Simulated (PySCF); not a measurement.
C5H9B, SMILES C1=CB(CC1)C. The structure is a stationary point at B3LYP-D3(BJ)/def2-SVP. One conformer was computed; it need not be the lowest.

Computed equilibrium geometry at B3LYP-D3(BJ)/def2-SVP (PySCF confirms it by a frequency run) as a Z-matrix (one conformer of several):
```
B
C 1 1.5518
C 2 1.3551 1 108.51
H 2 1.0945 3 121.80 1 -179.94
H 3 1.0981 2 124.58 4 -0.01
C 3 1.5047 5 120.33 2 179.89
H 6 1.1058 3 110.47 5 56.66
H 6 1.1060 7 104.95 3 118.73
C 6 1.5457 7 113.11 8 123.30
H 9 1.1048 6 112.61 7 -115.81
H 9 1.1055 10 104.89 6 -122.13
C 1 1.5698 2 127.75 4 2.83
H 12 1.1017 1 114.18 2 -158.70
H 12 1.1024 13 109.19 1 -128.07
H 12 1.1086 13 106.47 14 -113.92
```
